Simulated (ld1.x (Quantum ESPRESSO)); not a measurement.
silver, ultrasoft: configuration errors across variants

ld1.x (Quantum ESPRESSO) 7.5 input, shortened:

```
&input
   title='Ag', zed=47., rel=1, dft='PBESOL', iswitch=3,
   config='[Kr] 4d10 5s0 5p1'
 /
 &inputp
   pseudotype=3, tm=.true., lloc=-1, rcloc=1.75,
   nlcc=.false.,
   which_augfun='PSQ', rmatch_augfun_nc=.true.
 /
6
5S  1  0   0.00   0.00  1.85  2.30  0.0
5S  1  0   0.00  -0.10  1.85  2.30  0.0
5P  2  1   1.00   0.00  3.25  4.10  0.0
5P  2  1   0.00   0.95  3.25  4.10  0.0
4D  3  2  10.00   0.00  0.95  1.25  0.0
4D  3  2   0.00   4.00  0.95  1.25  0.0
 &test
   configts(1)='4d10 5s0 5p1'
 /
```

All-electron excitation energies from the reference (eV): (1) 4d10 5s1 5p0 -3.929; (2) 4d10 5s0 5p0 3.816; (3) 4d9 5s0 5p0 25.929; (4) 4d7 5s0 5p0 113.805; (5) 4d8 5s0 5p0 62.111; (6) 4d10 5s0.5 5p0 -0.910; (7) 4d9 5s1 5p0 9.235.

The overlap operator is not positive definite (basis up to 400 Ry) in “all radii scaled by about 0.77 (s 1.76, p 3.14, d 0.96 bohr, rcut 1.42/2.48/0.72); local potential all-electron potential smoothed inside 1.34 bohr (lloc = -1)”, “all radii scaled by about 0.87 (s 2.00, p 3.56, d 1.08 bohr, rcut 1.60/2.82/0.82); local potential all-electron potential smoothed inside 1.52 bohr (lloc = -1)”. Such files are unfit for use, however small their errors in these radial tests.

Tests that are not counted but printed errors over 1 eV. “all radii scaled by about 0.77 (s 1.76, p 3.14, d 0.96 bohr, rcut 1.42/2.48/0.72); local potential all-electron potential smoothed inside 1.34 bohr (lloc = -1)”: 4d10 5s1 5p0 (solver errors, printed error -3.3 eV); 4d9 5s1 5p0 (solver errors, printed error -3.9 eV). “all radii scaled by about 0.87 (s 2.00, p 3.56, d 1.08 bohr, rcut 1.60/2.82/0.82); local potential all-electron potential smoothed inside 1.52 bohr (lloc = -1)”: 4d10 5s1 5p0 (solver errors, printed error -939 eV); 4d9 5s1 5p0 (solver errors, printed error -3.9 eV).

2 further variants failed, have other tests or too few solved ones, and are left out.

A true bound ghost makes a file unfit for plane-wave use even where its test errors are small: the radial tests pick states by their node count and pass the ghost by. Where a test does run into it, the solver fails or the error is huge.

Errors AE − PS in meV (a dash: test not solved or not reliable):

```tsv
change	(1)	(2)	(3)	(4)	(5)	(6)	(7)	bound ghosts
base	+7.7	-1.6	+9.1	-409	-90	+0.2	+11	s
all radii scaled by about 0.77 (s 1.76, p 3.14, d 0.96 bohr, rcut 1.42/2.48/0.72); local potential all-electron potential smoothed inside 1.34 bohr (lloc = -1)	–	+1.3	-11	-528	-149	–	–	p (s not tested, overlap not positive)
all radii scaled by about 0.87 (s 2.00, p 3.56, d 1.08 bohr, rcut 1.60/2.82/0.82); local potential all-electron potential smoothed inside 1.52 bohr (lloc = -1)	–	-0.6	+1.0	-458	-114	–	–	not determined (overlap not positive)
all radii scaled by about 1.04 (s 2.40, p 4.26, d 1.30 bohr, rcut 1.92/3.38/0.98); local potential all-electron potential smoothed inside 1.82 bohr (lloc = -1)	+9.3	-1.7	+10	-402	-87	+0.4	+4.9	s
```

(1) Give the same row for: all radii scaled by about 1.09 (s 2.52, p 4.48, d 1.36 bohr, rcut 2.02/3.56/1.04); local potential all-electron potential smoothed inside 1.92 bohr (lloc = -1).

## Answers

(1) +7.1, -1.7, +4.2, -426, -101, +0.7, +0.2; bound ghosts: none.
